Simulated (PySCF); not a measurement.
CdHF, SMILES [F][CdH]. Geometry optimised at B3LYP-D3(BJ)/def2-TZVPD. The def2 effective core potentials stand for the cores of Cd; spin–orbit coupling is left out.

Computed equilibrium geometry at B3LYP-D3(BJ)/def2-TZVPD (PySCF confirms it by a frequency run) as bond lengths and angles, and its point group:
point group C∞v.
Atoms: Cd1 H2 F3. Bonded distances (Å): Cd1–H2 1.635, Cd1–F3 1.956. Bond angles (°): H2–Cd1–F3 180.0.
